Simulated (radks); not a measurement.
Species: the rubidium ion Rb6+. Configuration: [Ar] 3d10 4s2 4p1.

Method: scalar-relativistic Kohn-Sham, PBE, spin-polarised, spherical densities, finite nucleus; open shells are filled with parallel spins first (spin-orbit coupling, left out, can overturn this in heavy ions); Fermi nuclear charge, rms radius 4.2036 fm; computed with a radial shooting solver on a logarithmic mesh with Libxc functionals.

Energy parts (Ry):
| part | energy |
|---|---|
| total | -5942.11043 |
| kinetic | 6086.34488 |
| electron-nucleus | -14116.04880 |
| Hartree | 2283.57339 |
| exchange-correlation | -195.97990 |

Orbitals (lengths in bohr, moments of r in powers of bohr; r(max) is where P^2 peaks):
orbital  occ.  eigenvalue (Ry)      <r>       <r^4>   r(max)
1s up       1        -1111.792  0.04029  0.00001234  0.02629
1s down     1        -1111.782  0.04029  0.00001234  0.02629
2s up       1        -154.3027   0.1778    0.002398   0.1495
2s down     1        -154.2973   0.1778    0.002398   0.1495
2p up       3        -137.5685   0.1551    0.001730   0.1196
2p down     3        -137.5593   0.1551    0.001729   0.1196
3s up       1        -28.47632   0.5094      0.1394   0.4505
3s down     1        -28.46279   0.5093      0.1390   0.4505
3p up       3        -23.09886   0.5169      0.1618   0.4458
3p down     3        -23.08335   0.5167      0.1611   0.4459
3d up       5        -14.19953   0.5197      0.2196   0.3920
3d down     5        -14.18104   0.5188      0.2167   0.3920
4s up       1         -8.09612    1.303       5.288    1.193
4s down     1         -7.96658    1.302       5.306    1.188
4p up       1         -6.67805    1.422       7.686    1.293
4p down     0         -6.54725    1.424       7.791    1.289
4d up       0         -4.56892    1.722       17.38    1.543
4d down     0         -4.45056    1.736       18.03    1.552
5s up       0         -3.68350    2.594       77.19    2.550
5s down     0         -3.61559    2.605       78.91    2.552

The highest occupied level is 4p up at -90.859 eV. Summed over all electrons, <r^2> = 12.10 bohr^2, which gives a Langevin (diamagnetic) susceptibility term of -9.59 x 10^-6 cm^3/mol. The electron density at the nucleus is 5.584e+04 e/bohr^3 (large components only). For comparison, the ionisation energy in NIST's Atomic Spectra Database is 98.67 eV (semi-empirical). In exact Kohn-Sham theory the highest level is minus the ionisation energy, but local and semilocal functionals leave it too shallow, through self-interaction and a potential that decays too fast; potentials with the right tail come closer. Spin moment in Bohr magnetons: 1.
